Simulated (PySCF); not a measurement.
**One molecule, a ladder of functionals, a line**

Molecule: SMILES [SiH2](C#C)N=C, C3H5NSi.

Mapped SMILES: `[CH:1]#[C:2][SiH2:3][N:4]=[CH2:5]`. Hydrogens are named by the atom that carries them. Ha(C5) is cis to Si3; Hb(C5) is trans to Si3.

GIAO shieldings (ppm, equivalent atoms averaged) in PySCF 2.14.0 with density-fitted response routines on the PBE0-D3(BJ)/def2-SVP geometry, basis pcSseg-2, gas phase, non-relativistic:

| functional | exact exchange (%) | σ(C5) | σ(C2) | σ(Si3) |
| --- | --- | --- | --- | --- |
| BLYP | 0 | -4.3 | 92.5 | 376.7 |
| BP86 | 0 | -2.0 | 95.9 | 384.0 |
| PBE | 0 | -2.6 | 95.5 | 384.7 |
| B3LYP | 20 | -1.7 | 94.8 | 387.4 |
| PBE0 | 25 | 1.0 | 98.5 | 398.3 |
| BHandHLYP | 50 | 3.3 | 98.7 | 404.5 |
| HF | 100 | 14.6 | 107.0 | 437.8 |

**Question.** Fit each shielding as a line in the percentage of exact exchange.

**Answer.** σ(C5) = -3.6 + 0.17 x (rms 1.2 ppm); σ(C2) = 94.2 + 0.12 x (rms 1.5 ppm); σ(Si3) = 380.9 + 0.55 x (rms 3.7 ppm). The functionals also differ in their semilocal parts, which the line can't hold; Hartree–Fock has no correlation at all.

**Question.** What does the line predict for mPW1PW91 (25 %), and what does the run give?

**Answer.** σ(C5): 0.6 predicted, 0.6 computed; σ(C2): 97.2 predicted, 98.1 computed; σ(Si3): 394.6 predicted, 397.3 computed ppm.
